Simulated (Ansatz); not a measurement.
`CO[Si](Cl)(Cl)OC`, charge 0, multiplicity 1.

Question: Give a relaxed structure at PBE0-D4/def2-TZVP (Ansatz 0.2.0). (Estimate.)

Answer: Computed: 
```xyz
13

C    -0.9616   -1.7921    1.1374
O    -0.7097   -0.5208    0.5725
Si    0.7212    0.2195    0.4761
Cl    2.0372   -1.0075   -0.4986
Cl    1.4688    0.6256    2.3174
O     0.5569    1.6178   -0.2997
C     0.0914    1.7680   -1.6288
H    -2.0188   -2.0157    0.9955
H    -0.7382   -1.7930    2.2079
H    -0.3638   -2.5649    0.6458
H     0.1301    2.8293   -1.8734
H     0.7256    1.2180   -2.3298
H    -0.9390    1.4156   -1.7223
```
This is one stationary point; other conformers may exist.
